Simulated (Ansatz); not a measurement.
`BNB` + `C[NH][GeH3]` → `BC[NH][GeH3]` + `BN` at 400 K and 1 bar (formal exchange of groups at a B–N bond).

Computed with Ansatz on PBE0-D4/def2-TZVP structures; ΔE is electronic, products minus reactants. CBS: MP2 limit from def2 TZ/QZ plus the TZ coupled-cluster correction, frozen cores. This one scheme is used for every species. For Ge outer-core shells are correlated without core-valence functions, which leaves a few kJ/mol of doubt a bond. Scalar relativity is left out up to krypton. Each species was taken in one conformer, which may not be the lowest.

| species | CCSD(T)/CBS energy (Eh) | H − E (kJ/mol) | S (J/(mol·K)) |
| --- | --- | --- | --- |
| `BNB` | -107.34560 | 178.8 | 279.5 |
| `C[NH][GeH3]` | -2173.06430 | 229.8 | 337.7 |
| `BC[NH][GeH3]` | -2198.43305 | 259.4 | 376.1 |
| `BN` | -81.93499 | 142.5 | 243.5 |

H − E and S are ideal-gas, rigid-rotor, harmonic terms from PBE0-D4/def2-TZVP, for one conformer and one mirror image of each species. 1 Eh = 2625.50 kJ/mol, R = 8.31446 J/(mol·K).

Q: By hand: ΔE, ΔH, ΔS and ΔG.

A: ΔE = (-2198.43305) + (-81.93499) − (-107.34560) − (-2173.06430) = 0.04186 Eh = 109.9 kJ/mol. Δ(H − E) = 259.4 + 142.5 − 178.8 − 229.8 = -6.7, so ΔH = 103.2 kJ/mol. ΔS = 376.1 + 243.5 − 279.5 − 337.7 = 2.4 J/(mol·K). ΔG = 103.2 − 400 × (2.4)/1000 = 102.2 kJ/mol.

Q: By hand: the equilibrium constant, and the temperature at which ΔG would vanish if ΔH and ΔS stayed fixed.

A: log₁₀ K = −ΔG/(RT ln 10) = -13.3. ΔG = 0 at ΔH/ΔS = 43000 K, far beyond where these terms or the molecules hold.

The number of gas molecules stays the same, so ΔS is small and ΔH decides. A doubt of 5 kJ/mol in ΔE shifts log₁₀ K by 0.7 here. Other conformers and mirror images would add mixing entropy, several J/(mol·K) or more a flexible species. These are equilibria of isolated gas molecules and say nothing of rates. Largest T1 diagnostic: 0.012 (customary marks: 0.02 for closed shells, 0.045 for open ones).
